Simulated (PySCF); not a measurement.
BrH4NSn. Atoms are numbered in the order given.

```xyz
7

Sn    -0.3372     0.7934     0.0000
N      1.4656     1.7668     0.0000
Br     0.1647    -1.6835     0.0000
H     -1.1980     1.0956    -1.4652
H     -1.1980     1.0956     1.4652
H      1.6148     2.3471     0.8334
H      1.6148     2.3471    -0.8334
```
Charge 0, spin multiplicity 1.

The structure is a stationary point at PBE-D3(BJ)/def2-SVP. A frequency run showed that this geometry is not a minimum. The structure was generated by enumeration; whether it is a known compound was not checked. The def2 effective core potentials stand for the cores of Sn; spin–orbit coupling is left out. One conformer was computed; it need not be the lowest.

These are PBE-D3(BJ)/def2-SVP (PySCF 2.14.0) values and carry that method's errors.

Frequencies are harmonic and unscaled.

Computed normal modes with their intensities:
```json
[
 {"mode": "1", "ν (cm⁻¹)": "38i", "IR (km/mol)": "31.7", "moving atoms (share of kinetic energy)": "H 96 %"},
 {"mode": "2", "ν (cm⁻¹)": "132", "IR (km/mol)": "0.4", "moving atoms (share of kinetic energy)": "N 62 %, Br 14 %, Sn 13 %, H 12 %"},
 {"mode": "3", "ν (cm⁻¹)": "243", "IR (km/mol)": "23.9", "moving atoms (share of kinetic energy)": "Br 58 %, Sn 40 %"},
 {"mode": "4", "ν (cm⁻¹)": "356", "IR (km/mol)": "15.2", "moving atoms (share of kinetic energy)": "H 93 %"},
 {"mode": "5", "ν (cm⁻¹)": "384", "IR (km/mol)": "101.8", "moving atoms (share of kinetic energy)": "H 63 %, N 35 %"},
 {"mode": "6", "ν (cm⁻¹)": "510", "IR (km/mol)": "0.6", "moving atoms (share of kinetic energy)": "H 99 %"},
 {"mode": "7", "ν (cm⁻¹)": "598", "IR (km/mol)": "112.1", "moving atoms (share of kinetic energy)": "N 45 %, H 43 %, Sn 12 %"},
 {"mode": "8", "ν (cm⁻¹)": "613", "IR (km/mol)": "104.2", "moving atoms (share of kinetic energy)": "H 89 %, N 10 %"},
 {"mode": "9", "ν (cm⁻¹)": "647", "IR (km/mol)": "103.6", "moving atoms (share of kinetic energy)": "H 94 %"},
 {"mode": "10", "ν (cm⁻¹)": "834", "IR (km/mol)": "24.6", "moving atoms (share of kinetic energy)": "H 89 %, N 10 %"},
 {"mode": "11", "ν (cm⁻¹)": "1475", "IR (km/mol)": "4.0", "moving atoms (share of kinetic energy)": "H 92 %, N 8 %"},
 {"mode": "12", "ν (cm⁻¹)": "1845", "IR (km/mol)": "99.0", "moving atoms (share of kinetic energy)": "H 100 %"},
 {"mode": "13", "ν (cm⁻¹)": "1872", "IR (km/mol)": "160.7", "moving atoms (share of kinetic energy)": "H 99 %"},
 {"mode": "14", "ν (cm⁻¹)": "3444", "IR (km/mol)": "13.6", "moving atoms (share of kinetic energy)": "H 96 %"},
 {"mode": "15", "ν (cm⁻¹)": "3552", "IR (km/mol)": "16.7", "moving atoms (share of kinetic energy)": "H 91 %, N 9 %"}
]
```
